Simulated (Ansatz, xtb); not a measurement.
## Two isomers of C2H4BFN−

Structure X is `[H]/N=C\C=[BH-]/F`, a singlet and structure Y is `[H]/N=C\C=[BH-]\F`, a singlet. Both are isolated ions in the gas phase, relaxed with r2SCAN-D4/def2-SVPD; the shapes shown needn't be the lowest conformers.

X (Å):

```tsv
atom	x (Å)	y (Å)	z (Å)
C	-0.8545	-1.3682	3.0148
C	0.3855	-0.7365	2.6593
B	1.0195	-0.6275	1.3297
F	0.4541	-1.1620	0.1688
N	-1.7379	-2.0005	2.2896
H	-1.4096	-1.9968	1.3177
H	-1.1159	-1.3139	4.0954
H	0.9184	-0.2788	3.5063
H	2.0889	-0.0660	1.1131
```

Y (Å):

```xyz
9

C     0.1711    0.1616    1.7090
C    -0.4840   -1.0875    1.9161
B     0.1983   -2.2689    2.4747
F    -0.4553   -3.4874    2.6727
N    -0.2723    1.2984    1.2307
H    -1.2654    1.1732    0.9930
H     1.2405    0.1742    2.0031
H    -1.5496   -1.1229    1.6301
H     1.3762   -2.2982    2.8121
```

Energies in hartree; the thermal terms are from GFN2-xTB frequencies at re-optimised GFN2-xTB minima (ideal gas, soft modes damped towards free rotors, one conformer each, 298.15 K, 1 atm) and include the zero-point energy:

```
                               X           Y
E, CCSD(T)/def2-SVPD  −257.304031  −257.308682
    E, MP2/def2-SVPD  −257.243739  −257.248632
  E, MP2/def2-TZVPPD  −257.687423  −257.693141
   zero-point energy     0.060046     0.059863
        H(298 K) − E     0.066380     0.066323
        G(298 K) − E     0.031570     0.031457
```

Correct the CCSD(T) difference for the basis set by the MP2 change, then work out ΔE, ΔE₀, ΔH and ΔG for X → Y in kJ/mol (1 Eh = 2625.50 kJ/mol) and the equilibrium ratio [Y]/[X].

1. Differences Y − X: CCSD(T) −0.004651, MP2 in the small set −0.004893, MP2 in the large set −0.005718 Eh.
2. ΔE = −0.004651 + (−0.005718 − (−0.004893)) = −0.005476 Eh = −14.38 kJ/mol.
3. ΔE₀ = ΔE + ΔZPE = −0.005476 + (−0.000183) Eh = −14.86 kJ/mol.
4. ΔH = ΔE + (−0.000057) Eh = −14.53 kJ/mol.
5. ΔG = ΔE + (−0.000113) Eh = −14.67 kJ/mol, so ΔS = (ΔH − ΔG)/T = +0.5 J/(mol K).
6. kT = 0.9442 mEh, so K = [Y]/[X] = exp(−ΔG/kT) = exp(+5.92) ≈ 370.

Structure Y is favoured at this temperature. An error of 4 kJ/mol in ΔG would change K by a factor of 5. Mirror images and further conformers aren't counted.

As drawn, both hold the same kinds of bond in the same numbers.

Other levels gave ΔE = −13.0 (GFN2-xTB); −9.1 (HF/STO-3G, GFN2-xTB geometries); −14.3 (r2SCAN-D4/def2-SVPD//GFN2-xTB); −14.4 (r2SCAN-D4/def2-SVPD); −16.9 (HF/def2-SVPD); −12.8 (MP2/def2-SVPD); −12.2 (CCSD(T)/def2-SVPD) kJ/mol. The correlated steps freeze 5 core orbitals. Programs: Ansatz 0.2.0, xtb 6.7.1.
